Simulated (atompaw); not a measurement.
## Varying the PAW (atompaw) potential for fluorine (F)

Base potential:

- Element: fluorine (F)
- Generator: atompaw 4.2.0.5
- Type: PAW
- Functional: PBE
- Relativity: scalar-relativistic
- Frozen core: [He]
- Valence charge: 7
- Reference configuration: 2s1.75 2p5.25
- Partial waves: 2s (bound): rc 0.70 bohr; 2s channel at -1.9 Ry: rc 0.70 bohr; 2p (bound): rc 1.65 bohr; 2p channel at -0.5 Ry: rc 1.65 bohr
- Local potential: bessel scheme, radius 1.65 bohr
- Core correction: smooth core density matched at 1.10 bohr
- Augmentation charge: sinc compensation charge, radius 1.30 bohr; PAW radius 1.65 bohr; waves and projectors: custom rrkj gramschmidtortho

Cutoffs, loose and tight: the cutoffs (Ry, on a coarse ladder) from which the occupation-weighted sum of valence levels, in a spherical-Bessel basis at the reference potential, stays within 10 and 1 mRy of its value at 400 Ry. They see the waves, projectors and local potential, not the compensation charge or the core. A dash means not determined.

| change | outcome | cutoff, loose | cutoff, tight | bound ghosts |
| --- | --- | --- | --- | --- |
| base | generated | 60 Ry | 90 Ry | none |
| all radii scaled by about 0.77 (s 0.54, p 1.28 bohr); local potential bessel scheme, radius 1.28 bohr; augmentation sinc compensation charge, radius 1.00 bohr; PAW radius 1.28 bohr; waves and projectors: custom rrkj gramschmidtortho; core correction smooth core density matched at 0.84 bohr | generated | 120 Ry | 180 Ry | none |
| all radii scaled by about 0.85 (s 0.60, p 1.40 bohr); local potential bessel scheme, radius 1.40 bohr; augmentation sinc compensation charge, radius 1.10 bohr; PAW radius 1.40 bohr; waves and projectors: custom rrkj gramschmidtortho; core correction smooth core density matched at 0.94 bohr | generated | 100 Ry | 140 Ry | none |
| all radii scaled by about 0.89 (s 0.62, p 1.48 bohr); local potential bessel scheme, radius 1.48 bohr; augmentation sinc compensation charge, radius 1.16 bohr; PAW radius 1.48 bohr; waves and projectors: custom rrkj gramschmidtortho; core correction smooth core density matched at 0.98 bohr | generated | 90 Ry | 120 Ry | none |
| all radii scaled by about 1.04 (s 0.72, p 1.72 bohr); local potential bessel scheme, radius 1.72 bohr; augmentation sinc compensation charge, radius 1.36 bohr; PAW radius 1.72 bohr; waves and projectors: custom rrkj gramschmidtortho; core correction smooth core density matched at 1.14 bohr | generated | 50 Ry | 80 Ry | none |
| all radii scaled by about 1.15 (s 0.80, p 1.90 bohr); local potential bessel scheme, radius 1.90 bohr; augmentation sinc compensation charge, radius 1.50 bohr; PAW radius 1.90 bohr; waves and projectors: custom rrkj gramschmidtortho; core correction smooth core density matched at 1.26 bohr | generated | 21 Ry | 50 Ry | none |
| all radii scaled by about 1.19 (s 0.84, p 1.96 bohr); local potential bessel scheme, radius 1.96 bohr; augmentation sinc compensation charge, radius 1.54 bohr; PAW radius 1.96 bohr; waves and projectors: custom rrkj gramschmidtortho; core correction smooth core density matched at 1.32 bohr | generated | 25 Ry | 40 Ry | none |
| all radii scaled by about 1.29 (s 0.90, p 2.12 bohr); local potential bessel scheme, radius 2.12 bohr; augmentation sinc compensation charge, radius 1.66 bohr; PAW radius 2.12 bohr; waves and projectors: custom rrkj gramschmidtortho; core correction smooth core density matched at 1.40 bohr | generated | 30 Ry | 55 Ry | none |

Reading the sweep of the scale of all radii (base = 1) (base included, trends over the rows without a ghost): The loose cutoff is not monotonic: lowest 21 Ry at 1.15, highest 120 Ry at 0.77.
